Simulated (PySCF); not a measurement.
CH₄N, SMILES C[NH], multiplicity 2. Geometry optimised at PBE-D3(BJ)/def2-TZVP. The isomer is the one that the SMILES or the coordinates give; other isomers of the formula were not compared.

Computed equilibrium geometry at PBE-D3(BJ)/def2-TZVP (PySCF confirms it by a frequency run) as bond lengths and angles, and its point group:
point group Cs.
Atoms: C1 N2 H3 H4 H5 H6. Bonded distances (Å): C1–N2 1.436, C1–H3 1.111, C1–H4 1.099, C1–H5 1.111, N2–H6 1.036. Angles (°): N2–C1–H3 111.9, N2–C1–H4 110.9, N2–C1–H5 111.9, H3–C1–H4 108.6, H3–C1–H5 104.8, H4–C1–H5 108.6, C1–N2–H6 106.5.
Charge 0, spin multiplicity 2.
